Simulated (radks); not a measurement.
Spherical quantum dot in the effective-mass picture: electrons in a well V = -V0 / (1 + exp((r - R)/a)) with V0 = 3.91, R = 5.48, a = 0.17, all in effective atomic units (hartree* = m*/eps^2 hartree, bohr* = eps/m* bohr), one dielectric constant everywhere. Calculated with a radial shooting solver with Libxc functionals: non-relativistic Kohn-Sham, LDA (Slater exchange, Perdew-Wang correlation), spin-polarised, spherical densities. Levels are named by radial order and angular momentum (1s, 1p, 1d, 2s, ...), and open shells are averaged over m. Results are scaled to m* = 0.072 and eps = 5.2, for which hartree* = 72.46 meV and bohr* = 3.822 nm.

N = 4, configuration 1s2 1p(up 2, down 0). This is the lowest configuration that the search found. Occupied and some empty levels:

level    occupation  eigenvalue (meV)  <r> (nm)
1s up             1           -212.41     12.68
1s down           1           -209.48     12.62
1p up             2           -204.12     13.88
1p down           0           -201.08     13.89
1d up             0           -191.68     14.74
1d down           0           -188.66     14.77
2s up             0           -176.91     10.44
1f up             0           -175.78     15.41
2s down           0           -174.97     10.43
1f down           0           -172.84     15.45

Energy (meV): total -963.760, kinetic 62.168, external -1121.4, Hartree 150.33, exchange-correlation -54.832.
